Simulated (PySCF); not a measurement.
C2H8FNSi2, SMILES C=C[SiH2][Si@H](N)F.

Geometry: B3LYP-D3(BJ)/def2-SVP. The structure was generated by enumeration; whether it is a known compound was not checked. Other conformers were not sampled.

All values below come from B3LYP-D3(BJ)/def2-SVP (PySCF).

Frequencies are harmonic and unscaled.

```tsv
mode	ν (cm⁻¹)	IR (km/mol)	moving atoms (share of kinetic energy)
1	29	1.4	H 25 %, N 23 %, C 20 %, Si 17 %, F 15 %
2	50	0.5	C 44 %, F 21 %, H 20 %, Si 12 %
3	96	1.5	H 34 %, C 30 %, F 15 %, N 13 %
4	180	5.4	Si 39 %, F 33 %, H 23 %
5	191	0.7	H 30 %, N 28 %, Si 22 %, C 15 %
6	273	0.6	C 47 %, H 41 %, Si 12 %
7	280	30.7	H 50 %, F 22 %, Si 18 %, N 10 %
8	319	21.6	H 70 %, Si 12 %, F 9 %, N 9 %
9	400	120.2	H 60 %, Si 22 %, N 15 %
10	419	59.3	H 41 %, Si 29 %, N 20 %
11	501	7.5	H 51 %, Si 41 %
12	521	35.7	H 65 %, C 22 %, Si 11 %
13	647	57.4	H 54 %, C 23 %, Si 22 %
14	697	28.4	H 67 %, C 18 %, Si 12 %
15	744	8.2	H 82 %, C 12 %
16	789	328.8	H 59 %, Si 16 %, F 11 %, N 10 %
17	822	67.3	H 41 %, F 31 %, Si 20 %
18	873	26.4	H 67 %, N 18 %, Si 13 %
19	896	121.5	H 53 %, Si 23 %, N 14 %, F 10 %
20	917	30.7	H 75 %, Si 16 %
21	941	190.2	H 65 %, Si 22 %, N 10 %
22	982	30.4	H 73 %, C 27 %
23	1017	5.8	H 82 %, C 16 %
24	1037	8.7	H 92 %, C 8 %
25	1277	0.3	H 74 %, C 26 %
26	1420	10.4	H 83 %, C 17 %
27	1545	46.1	H 89 %, N 11 %
28	1666	4.6	C 84 %, H 15 %
29	2191	89.6	H 98 %
30	2196	90.6	H 96 %
31	2232	158.3	H 97 %
32	3112	11.7	H 95 %
33	3125	6.4	H 92 %, C 8 %
34	3204	9.4	H 89 %, C 11 %
35	3566	30.4	H 96 %
36	3659	30.8	H 91 %, N 9 %
```
